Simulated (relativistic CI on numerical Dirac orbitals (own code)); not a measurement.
**Sensitivity of the levels of La XXXIII to α and to the nuclear radius**

Calculated at this level of theory: Dirac-Coulomb-Breit CI, KLI orbitals optimised for each configuration, derivatives by finite differences, unscaled Slater integrals, QED left out (own radial code, finite nucleus).

Configurations in the expansion (outside the closed core [Ne]): 3s2 3p6 3d7, 3s2 3p5 3d8, 3s2 3p4 3d9, 3s 3p6 3d8, 3p6 3d9, 3s 3p5 3d9, 3s2 3p6 3d6 4s, 3s2 3p6 3d6 4p. Levels of other configurations are missing.

With x = (α/α₀)² − 1 an excitation energy changes as ω = ω₀ + qx; K = 2q/ω₀ is the relative enhancement. Terms are leading LS components, so labels can repeat. The field-shift factor is F = δν/δ⟨r²⟩ for the transition from the lowest level.

Lowest level 3s2 3p6 3d7 4F_9/2.

```tsv
Level	ω₀ (cm⁻¹)	q (cm⁻¹)	F (GHz/fm²)
3s2 3p6 3d7 2P_3/2	69684	92.39	-0.118
3s2 3p6 3d7 2D_5/2	93461	24270	0.354
3s2 3p6 3d7 4F_7/2	132518	148700	1.62
3s2 3p6 3d7 2G_9/2	183608	134400	1.6
3s2 3p6 3d7 4F_3/2	184620	155700	1.75
3s2 3p6 3d7 4P_5/2	194704	157600	1.84
3s2 3p6 3d7 4P_1/2	210265	146200	1.54
3s2 3p6 3d7 2H_11/2	230126	138600	1.82
3s2 3p6 3d7 2G_7/2	250760	163300	1.94
3s2 3p6 3d7 2F_5/2	298908	133900	1.76
3s2 3p6 3d7 2D_5/2	318602	278900	3.09
3s2 3p6 3d7 4P_3/2	327391	285900	3.17
3s2 3p6 3d7 2P_1/2	362564	296700	3.13
```

At this charge energies of transitions that change n are usually good to better than 1 %, and those within a shell (Δn = 0) to a few per cent. Terms inside the open d or f shell come out 10 to 20 % too wide with unscaled integrals.

(1) Which transition from the lowest level has the largest |K|?

Results:

(1) 3s2 3p6 3d7 4F_7/2 at 132518 cm⁻¹, K = 2.24.
